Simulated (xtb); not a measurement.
H5P2, SMILES P[PH3+], charge +1. All values are semi-empirical tight-binding results from xtb (GFN2-xTB unless named), good for trends rather than for accurate numbers. Geometry: GFN2-xTB. The isomer is the one that the SMILES or the coordinates give; other isomers of the formula were not compared.

Optimised geometry:

```xyz
7

P      1.1530     0.1136     0.0000
P     -1.0004    -0.0109     0.0000
H      1.2624    -0.8408     1.0305
H      1.2624    -0.8408    -1.0305
H     -1.5451     0.6658    -1.0705
H     -1.5451     0.6658     1.0705
H     -1.7230    -1.1911     0.0000
```
Charge +1, spin multiplicity 1.

Q: Estimate the properties. (The exact figures need the calculation; the answer reports its results.)

A: 
point group as xtb finds it: Cs
orbital gap: 4.96 eV
zero-point energy: 26.7 kcal/mol
G − E(el) at 298.15 K (modified RRHO): 10.2 kcal/mol
static polarisability (D4 model): 54.2 bohr³
solvation energy, GFN2-xTB/ALPB(water): -56.5 kcal/mol
solvation energy, GFN2-xTB/ALPB(octanol): -42.1 kcal/mol

Q: Give the atomic charges and the Wiberg bond orders between heavy atoms. (Estimate from the structure and the level; the computed values follow.)

A: charges (e) P1 0.28, P2 0.15, H3 0.10, H4 0.10, H5 0.11, H6 0.11, H7 0.14. Bond orders P1–P2 1.18.
